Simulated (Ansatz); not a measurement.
Cost and result for the atomization energy of CH9BNPSi (14 atoms, 14 bonds).

Z-matrix (Å, degrees):
```
Si
C 1 1.871
P 1 2.507 2 122.5
B 1 1.954 2 125.5 3 -61.8
H 1 1.742 2 96.0 3 31.9
H 1 1.490 2 112.2 3 125.9
H 2 1.091 1 112.9 3 -86.9
H 2 1.092 1 109.9 3 35.4
H 2 1.094 1 108.8 3 152.7
N 3 1.668 1 99.5 2 151.0
H 4 1.202 1 118.1 2 -147.7
H 4 1.202 1 113.4 2 -2.6
H 10 1.008 3 121.0 1 41.3
H 10 1.006 3 120.5 1 -116.5
```

Charge 0, multiplicity 1. The bonds changed during the relaxation, so this is another structure than the one it started from. Geometry: relaxed with PBE0-D4/def2-TZVP. It is one conformer, not always the lowest. Program: Ansatz. All runs use 4 threads of an Arm Neoverse V2 on a shared host. Times are those of one run each, without the atoms' runs, and a repeat can differ threefold. Electronic energies, without spin–orbit coupling; frozen cores. CCSD(T)/CBS adds CCSD(T) − MP2 in def2-TZVPP to the MP2 limit, and its time is that of the two runs behind it. T1 = 0.014.

CCSD(T)/CBS is a level of theory with its own doubt, some kJ/mol a heavy atom from the limit and from the frozen cores, so smaller differences don't rank the functionals.

```json
{"level": "BLYP-D4/def2-TZVPP", "functions": "303", "wall time": "3.1 s"}
{"level": "PBE-D4/def2-TZVPP (with forces)", "functions": "303", "wall time": "3.5 s"}
{"level": "PBE0-D4/def2-TZVPP", "functions": "303", "wall time": "4.4 s"}
{"level": "BHLYP-D4/def2-TZVPP", "functions": "303", "wall time": "4.5 s"}
{"level": "CAM-B3LYP-D4/def2-TZVPP", "functions": "303", "wall time": "5.5 s"}
{"level": "r2SCAN-D4/def2-TZVPP (with forces)", "functions": "303", "wall time": "7 s"}
{"level": "B2PLYP/def2-TZVPP", "functions": "303", "wall time": "8.5 s"}
{"level": "CCSD(T)/def2-SVP", "functions": "123", "wall time": "8.5 s"}
{"level": "ωB97X-V/def2-TZVPP", "functions": "303", "wall time": "11 s"}
{"level": "ωB97M-V/def2-TZVPP (with forces)", "functions": "303", "wall time": "17 s"}
{"level": "MP2/def2-QZVPP", "functions": "581", "wall time": "36 s"}
{"level": "CCSD(T)/def2-TZVPP", "functions": "303", "wall time": "15 min"}
{"level": "CCSD(T)/CBS(def2)", "functions": "–", "wall time": "16 min"}
```

What atomization energy does each give, and how far from CCSD(T)/CBS? (Best estimate.)

Ansatz gave: 
| level | atomization (kJ/mol) | difference from CCSD(T)/CBS | per bond |
| --- | --- | --- | --- |
| BLYP-D4/def2-TZVPP | 4641.7 | 23.9 | 1.7 |
| PBE-D4/def2-TZVPP (with forces) | 4723.6 | 105.8 | 7.6 |
| PBE0-D4/def2-TZVPP | 4655.2 | 37.4 | 2.7 |
| BHLYP-D4/def2-TZVPP | 4541.2 | -76.6 | -5.5 |
| CAM-B3LYP-D4/def2-TZVPP | 4660.9 | 43.1 | 3.1 |
| r2SCAN-D4/def2-TZVPP (with forces) | 4657.0 | 39.2 | 2.8 |
| B2PLYP/def2-TZVPP | 4576.0 | -41.8 | -3.0 |
| CCSD(T)/def2-SVP | 4291.7 | -326.1 | -23.3 |
| ωB97X-V/def2-TZVPP | 4669.7 | 51.9 | 3.7 |
| ωB97M-V/def2-TZVPP (with forces) | 4669.9 | 52.1 | 3.7 |
| MP2/def2-QZVPP | 4582.4 | -35.4 | -2.5 |
| CCSD(T)/def2-TZVPP | 4487.1 | -130.7 | -9.3 |
| CCSD(T)/CBS(def2) | 4617.8 | 0.0 | 0.0 |

The D4 term adds +54.4 kJ/mol with B3LYP and +28.6 kJ/mol with PBE0; it sums over pairs of atoms, weighted by their polarisabilities, and B3LYP, whose exchange is more repulsive, gets the larger term. At CCSD(T), def2-SVP lies −326.1 kJ/mol from the extrapolated value and def2-TZVPP −130.7 kJ/mol: correlation converges slowly with the basis, and small sets miss more of it in the bonded molecule than in its fragments. From PBE to PBE0 (25 % exact exchange), in def2-TZVPP and without D4, the atomization energy moves by −63.3 kJ/mol: exact exchange takes away binding that semilocal exchange gives to molecules.

B3LYP here is the variant with VWN-RPA as its local correlation; programs differ in this.
